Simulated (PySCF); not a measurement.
# C₆ coefficients of unlike pairs at LC-wPBE

Calculated with PySCF 2.14 from the dipole response of each species, C₆(A,B) = (3/π) ∫ α_A(iu) α_B(iu) du, in atomic units, from isotropic polarisabilities. For ions this is the dispersion term alone; charge-induced terms of lower order in 1/R come first.

| species | configuration | basis | relativity | α (bohr³) | C₆ (like pair) |
| --- | --- | --- | --- | --- | --- |
| K⁺ | [Ar] (1S) | aug-cc-pwCVTZ-X2C with one added diffuse shell each of s, p, d, f type (10s9p7d4f) | spin-free X2C | 5.543 | 23.61 |
| Cu | [Ar] 3d10 4s1 (2S) | aug-cc-pVTZ-PP with one added diffuse shell each of s, p, d, f, g type with ECP10MDF (7s7p6d4f3g) | core potential | 49.86 | 331.0 |
| Be²⁺ | 1s2 (1S) | aug-cc-pCVQZ (9s8p6d4f2g) | none | 0.05518 | 0.01201 |
| Si²⁺ | [Ne] 3s2 (1S) | dyall-av3z (19s12p3d2f) | spin-free X2C | 12.00 | 41.42 |

Problem. Estimate C₆ for Be²⁺ with Cu.

Solution. The integral gives 0.9225. The combination rule 2 C_A C_B / (C_A α_B/α_A + C_B α_A/α_B) gives 0.7086 and the geometric mean 1.993.

No spin-orbit coupling is included.

The other pairs:

| pair | C₆ |
| --- | --- |
| Si²⁺, Be²⁺ | 0.3689 |
| Be²⁺, K⁺ | 0.4015 |
| Si²⁺, Cu | 111.7 |
| Si²⁺, K⁺ | 27.96 |
| Cu, K⁺ | 69.70 |
